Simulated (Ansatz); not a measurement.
Basis-set series for CH3FIOSi, SMILES `CO[Si](F)I` radical. Total charge 0; spin multiplicity 2. I takes the def2 core potential. All single points use the PBE0-D4/def2-TZVP geometry. It is one conformer, not always the lowest.

```xyz
8

C    -0.304   -0.485    1.012
O    -0.909    0.208   -0.069
Si   -0.182    0.973   -1.291
F     0.968    1.918   -0.708
I     0.905   -0.607   -2.832
H    -1.094   -0.771    1.706
H     0.418    0.150    1.530
H     0.199   -1.386    0.651
```

| functional | basis | functions | energy (Eh) | HOMO (eV) | LUMO (eV) |
| --- | --- | --- | --- | --- | --- |
| PBE0-D4 | def2-TZVPP | 227 | -802.05535 | -6.75 | -3.12 |
| PBE0-D4 | def2-QZVPP | 413 | -802.07903 | -6.78 | -3.15 |
| ωB97M-V | def2-TZVPP | 227 | -802.27668 | -8.48 | -1.58 |
| ωB97M-V | def2-QZVPP | 413 | -802.29915 | -8.50 | -1.63 |

Give the rows for def2-SVP. (Estimate.)

Ansatz gave: 
```csv
functional,basis,functions,energy (Eh),HOMO (eV),LUMO (eV)
PBE0-D4,def2-SVP,101,-801.66984,-6.69,-3.11
ωB97M-V,def2-SVP,101,-801.88445,-8.40,-1.50
```

HOMO and LUMO are taken over both spins.
